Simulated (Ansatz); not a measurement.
Computed with Ansatz on PBE0-D4/def2-TZVP structures; ΔE is electronic, products minus reactants. CBS: MP2 limit from def2 TZ/QZ plus the TZ coupled-cluster correction, frozen cores. Functionals use def2-TZVPP. B3LYP here is the variant with VWN-RPA as its local correlation; programs differ in this. For Ge outer-core shells are correlated without core-valence functions, which leaves a few kJ/mol of doubt a bond. Scalar relativity is left out up to krypton. One conformer a species, not always the lowest.

Reaction (cleavage of the Ge–Al bond): `B[CH2][AlH][GeH3]` + `[OH][GeH2][F]` → `[F][GeH2][O][GeH3]` + `B[CH2][AlH2]`

CCSD(T)/CBS gives -0.3 kJ/mol.

(1) Another level gave -6.7 kJ/mol. Which?
A. PBE-D4/def2-TZVPP
B. B3LYP-D4/def2-TZVPP
C. B2PLYP/def2-TZVPP
D. SCS-MP2/def2-TZVPP

Largest T1 diagnostic among the species: 0.012.

Answers

(1) C. B2PLYP -6.7, B3LYP-D4 -2.3, SCS-MP2/def2-TZVPP -15.8, PBE-D4 16.5 kJ/mol.

From PBE to PBE0 (25 % exact exchange), in def2-TZVPP and without D4, ΔE moves by −4.6 kJ/mol. In def2-TZVPP, CCSD(T) changes the Hartree–Fock value by +22.9 kJ/mol (the triples alone add +1.6 kJ/mol) and MP2 by +18.4 kJ/mol.
